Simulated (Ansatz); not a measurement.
```yaml
crystal:
  periodic: [false, false, false]
  atoms:
    - {symbol: C, position_ang: [1.572411, -1.116310, 1.975235]}
    - {symbol: C, position_ang: [0.873224, -0.933706, 0.651087]}
    - {symbol: O, position_ang: [0.427783, -0.777375, -0.506850]}
    - {symbol: Ga, position_ang: [-0.743882, 0.689168, -0.666491]}
    - {symbol: O, position_ang: [-1.241296, 0.746526, -2.278952]}
    - {symbol: Cl, position_ang: [-1.593361, 2.129929, 0.732854]}
    - {symbol: H, position_ang: [1.499136, -1.214090, 2.785135]}
    - {symbol: H, position_ang: [-1.214413, 0.442674, -3.109749]}
basis:
  gaussian: {orbitals: aug-cc-pVDZ}
magnetization: {spin_polarized: true, initial_magnetization: 2}
hamiltonian: {xc: {name: RPBE}}
multiplicity: 3
```

```sh
$ ansatz run in.yaml --threads 4 --pin off --events-out ev --progress --plain --max-ram 10444MiB
```

It prints (some lines left out):

```
Error: YAML parse error: error: line 16 column 1: unknown field `multiplicity`, expected one of crystal, accuracy, basis, kpoints, hamiltonian, magnetization, projection, total_charge, correlation, batch, efield, external_charges, scf, relax, neb, saddle, md, ramp, phonons, dielectric, real_time, elastic, magnetic_configurations, gw, evaluate, workflow, output, checkpoint, execution
14 | magnetization: {spin_polarized: true, initial_magnetization: 2}
15 | hamiltonian: {xc: {name: RPBE}}
16 | multiplicity: 3
```

**Question.** Something in this input is off. What?

**Answer.** The input holds a key that doesn't belong there. The program refused the input.
